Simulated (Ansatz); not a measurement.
Steps of a relaxation of C3H9NSi, SMILES `C=C[SiH2]NC` with RKS PBE-D4/def2-SVP.

```sh
$ ansatz run in.yaml --threads 4 --pin off --events-out ev --progress --plain --max-ram 10444MiB
```

```yaml
crystal:
  periodic: [false, false, false]
  atoms:
    - {symbol: C, position_ang: [-1.077600, 1.701400, 1.475900]}
    - {symbol: C, position_ang: [-1.604500, 0.972800, 0.474900]}
    - {symbol: Si, position_ang: [-0.656000, 0.029800, -0.759100]}
    - {symbol: N, position_ang: [0.860200, -0.543800, 0.006700]}
    - {symbol: C, position_ang: [1.812700, -1.346600, -0.674800]}
    - {symbol: H, position_ang: [-0.060000, 1.895500, 1.631400]}
    - {symbol: H, position_ang: [-1.775400, 2.271600, 2.137900]}
    - {symbol: H, position_ang: [-2.634200, 0.893400, 0.338300]}
    - {symbol: H, position_ang: [-0.219600, 0.881900, -1.854100]}
    - {symbol: H, position_ang: [-1.383500, -1.152600, -1.174500]}
    - {symbol: H, position_ang: [0.495400, -1.032700, 0.883600]}
    - {symbol: H, position_ang: [1.441200, -2.298800, -0.976900]}
    - {symbol: H, position_ang: [2.586600, -1.506000, 0.020900]}
    - {symbol: H, position_ang: [2.202000, -0.795000, -1.501400]}
basis:
  gaussian: {orbitals: def2-SVP}
hamiltonian: {xc: pbe, dispersion: d4}
relax: {f_tol: 0.03, max_steps: 200}
```

Positions (Å) and forces (eV/Å) along the path, 10 of 12 steps:

```xyz
14
step=1 energy=-12608.0916 eV
C    -1.078    1.701    1.476   -2.848    0.485   -0.006
C    -1.605    0.973    0.475    2.043    0.218    0.567
Si   -0.656    0.030   -0.759    2.177   -0.485    0.656
N     0.860   -0.544    0.007   -2.584    0.639    1.816
C     1.813   -1.347   -0.675   -0.708    0.637    0.455
H    -0.060    1.895    1.631    2.171   -0.002    0.216
H    -1.775    2.272    2.138    0.314   -0.241   -0.059
H    -2.634    0.893    0.338   -2.591    0.064    0.074
H    -0.220    0.882   -1.854    0.055    0.445   -0.992
H    -1.383   -1.153   -1.175   -0.959   -0.728   -0.671
H     0.495   -1.033    0.884    0.805    0.615   -0.942
H     1.441   -2.299   -0.977   -0.464   -1.617   -0.848
H     2.587   -1.506    0.021    1.969   -0.563    1.027
H     2.202   -0.795   -1.501    0.618    0.532   -1.294
14
step=2 energy=-12608.6385 eV
C    -1.093    1.757    1.427   -0.087   -0.402    1.187
C    -1.632    1.001    0.451    0.485    0.191    0.019
Si   -0.651    0.007   -0.765    0.919   -0.283    0.059
N     0.850   -0.523    0.045   -1.260    0.040    0.578
C     1.835   -1.337   -0.637   -0.148    0.273    0.233
H    -0.010    1.724    1.708   -0.369    0.167   -0.500
H    -1.748    2.247    2.189    0.239    0.100   -0.398
H    -2.714    0.965    0.325   -0.604    0.179    0.043
H    -0.272    0.826   -1.957    0.096    0.067   -0.210
H    -1.502   -1.124   -1.264   -0.192   -0.168   -0.100
H     0.560   -0.952    0.954    0.378    0.294   -0.492
H     1.473   -2.328   -0.958   -0.098   -0.430   -0.230
H     2.691   -1.496    0.029    0.478   -0.121    0.175
H     2.200   -0.795   -1.519    0.164    0.094   -0.363
14
step=3 energy=-12608.6460 eV
C    -1.110    1.613    1.536    0.505    1.370   -0.166
C    -1.655    0.982    0.465   -0.086    0.146    0.347
Si   -0.656   -0.010   -0.772    0.263   -0.218   -0.029
N     0.819   -0.536    0.063   -0.408   -0.158   -0.158
C     1.843   -1.327   -0.620    0.053    0.094    0.014
H     0.029    1.718    1.662   -1.306   -0.495    0.017
H    -1.728    2.323    2.178    0.516   -0.882   -0.351
H    -2.757    1.058    0.291    0.336   -0.039    0.181
H    -0.259    0.797   -1.991    0.043   -0.035    0.123
H    -1.554   -1.120   -1.310    0.108    0.056    0.071
H     0.574   -0.936    0.981    0.132    0.077   -0.079
H     1.514   -2.344   -0.957    0.025    0.085    0.054
H     2.741   -1.466    0.029   -0.161    0.052   -0.085
H     2.186   -0.781   -1.527   -0.020   -0.053    0.062
14
step=4 energy=-12608.7747 eV
C    -1.068    1.645    1.488    0.189   -0.134   -0.062
C    -1.628    1.042    0.422   -0.283   -0.012   -0.115
Si   -0.691   -0.058   -0.783   -0.147    0.266   -0.041
N     0.709   -0.635    0.065    0.334   -0.061   -0.050
C     1.829   -1.281   -0.614   -0.090   -0.066    0.369
H     0.014    1.535    1.663    0.082    0.014    0.174
H    -1.646    2.243    2.211    0.009    0.081   -0.036
H    -2.709    1.203    0.258   -0.110   -0.068   -0.019
H    -0.198    0.719   -1.982   -0.021   -0.082   -0.023
H    -1.614   -1.143   -1.301   -0.088    0.068   -0.022
H     0.524   -0.951    1.025    0.190   -0.093   -0.148
H     1.648   -2.347   -0.898   -0.008    0.016   -0.005
H     2.740   -1.266    0.024   -0.012    0.028   -0.051
H     2.078   -0.736   -1.549   -0.044    0.043    0.030
14
step=5 energy=-12608.7558 eV rejected
C    -1.063    1.610    1.482    0.201   -0.050    0.173
C    -1.655    1.033    0.418   -0.001   -0.057    0.022
Si   -0.696   -0.041   -0.790   -0.201   -0.090    0.053
N     0.723   -0.607    0.053    0.097   -0.033   -0.015
C     1.839   -1.272   -0.600   -0.015    0.027   -0.014
H    -0.012    1.352    1.739   -0.153    0.355   -0.139
H    -1.588    2.331    2.139    0.016   -0.233    0.079
H    -2.738    1.196    0.264    0.048    0.204   -0.186
H    -0.216    0.704   -2.013   -0.009    0.012    0.044
H    -1.655   -1.099   -1.295    0.018   -0.067   -0.051
H     0.560   -0.913    1.015    0.012   -0.093    0.024
H     1.655   -2.345   -0.862    0.020    0.055    0.012
H     2.760   -1.238    0.025   -0.060    0.030   -0.003
H     2.075   -0.740   -1.546    0.030   -0.060    0.001
14
step=6 energy=-12608.7945 eV
C    -1.075    1.632    1.490    0.052    0.063    0.000
C    -1.651    1.033    0.427   -0.006    0.055    0.037
Si   -0.692   -0.045   -0.776   -0.012   -0.005   -0.017
N     0.738   -0.612    0.059   -0.061    0.024   -0.036
C     1.841   -1.286   -0.608   -0.016    0.021    0.014
H     0.007    1.506    1.692   -0.113    0.021    0.014
H    -1.641    2.283    2.185    0.063   -0.108   -0.050
H    -2.733    1.193    0.254    0.035   -0.006   -0.003
H    -0.222    0.715   -1.993    0.017   -0.009    0.011
H    -1.633   -1.115   -1.298   -0.002   -0.012    0.012
H     0.560   -0.957    1.007    0.034   -0.050    0.020
H     1.634   -2.347   -0.896    0.018    0.009    0.004
H     2.754   -1.288    0.026   -0.019    0.018   -0.005
H     2.099   -0.741   -1.540    0.009   -0.021   -0.002
14
step=7 energy=-12608.7987 eV
C    -1.051    1.640    1.476    0.005   -0.044   -0.026
C    -1.644    1.048    0.419   -0.019    0.013    0.033
Si   -0.713   -0.057   -0.777   -0.023   -0.036   -0.079
N     0.697   -0.662    0.060    0.003    0.042   -0.045
C     1.841   -1.265   -0.600    0.081   -0.068    0.076
H     0.025    1.496    1.674    0.040   -0.003    0.014
H    -1.603    2.280    2.184   -0.032    0.037    0.030
H    -2.725    1.215    0.259   -0.025    0.021   -0.010
H    -0.213    0.685   -1.994    0.021   -0.018    0.026
H    -1.678   -1.105   -1.300   -0.013    0.015    0.019
H     0.525   -1.049    0.992   -0.026    0.007    0.016
H     1.698   -2.337   -0.889    0.039    0.050    0.012
H     2.742   -1.209    0.051   -0.007   -0.041   -0.050
H     2.087   -0.710   -1.528   -0.042    0.025   -0.016
14
step=8 energy=-12608.8004 eV
C    -1.049    1.633    1.477    0.007   -0.084   -0.012
C    -1.645    1.052    0.415   -0.003    0.031    0.004
Si   -0.718   -0.063   -0.779   -0.021   -0.011   -0.027
N     0.692   -0.664    0.059    0.053   -0.013   -0.012
C     1.843   -1.260   -0.598    0.036   -0.038    0.026
H     0.021    1.463    1.687    0.034    0.021   -0.002
H    -1.596    2.281    2.181   -0.037    0.044    0.036
H    -2.722    1.239    0.247   -0.003    0.014   -0.013
H    -0.205    0.672   -1.994   -0.007   -0.015    0.006
H    -1.694   -1.105   -1.293    0.002    0.007    0.002
H     0.525   -1.042    0.996   -0.027   -0.003    0.008
H     1.713   -2.336   -0.882    0.021    0.058    0.017
H     2.749   -1.193    0.045   -0.035   -0.012   -0.031
H     2.075   -0.706   -1.532   -0.019    0.002   -0.004
14
step=10 energy=-12608.8023 eV
C    -1.042    1.619    1.482    0.012   -0.034   -0.012
C    -1.639    1.070    0.404    0.005    0.004   -0.007
Si   -0.731   -0.075   -0.780    0.000    0.016    0.020
N     0.676   -0.684    0.058    0.054   -0.044    0.009
C     1.848   -1.246   -0.594   -0.005   -0.008   -0.023
H     0.022    1.422    1.705   -0.024    0.002   -0.011
H    -1.581    2.279    2.184   -0.011    0.020    0.011
H    -2.708    1.294    0.219    0.031   -0.004    0.004
H    -0.206    0.631   -2.006   -0.010    0.002   -0.002
H    -1.728   -1.105   -1.277    0.005   -0.002    0.006
H     0.509   -1.073    0.992   -0.018    0.006   -0.015
H     1.758   -2.326   -0.871   -0.005    0.048    0.015
H     2.755   -1.145    0.045   -0.039    0.013   -0.012
H     2.053   -0.688   -1.533    0.005   -0.020    0.019
14
step=12 energy=-12608.8030 eV
C    -1.040    1.611    1.488   -0.026   -0.002    0.013
C    -1.630    1.084    0.396    0.005   -0.001   -0.004
Si   -0.737   -0.084   -0.777   -0.007    0.022    0.016
N     0.669   -0.700    0.058    0.013   -0.011   -0.011
C     1.852   -1.235   -0.595   -0.018    0.007    0.018
H     0.014    1.382    1.731   -0.017    0.002   -0.008
H    -1.575    2.284    2.182    0.023   -0.009   -0.021
H    -2.687    1.342    0.190    0.022   -0.009    0.007
H    -0.217    0.606   -2.014    0.000   -0.002    0.000
H    -1.744   -1.113   -1.255   -0.001    0.001    0.002
H     0.499   -1.101    0.986    0.008    0.001   -0.015
H     1.787   -2.318   -0.863   -0.005   -0.002   -0.001
H     2.756   -1.106    0.040    0.004    0.005    0.000
H     2.041   -0.681   -1.538    0.001   -0.003    0.005
```

It took 9 s on 4 threads of an Intel Xeon 6975P-C on a shared host, with 0.18 GiB of host memory at the peak.
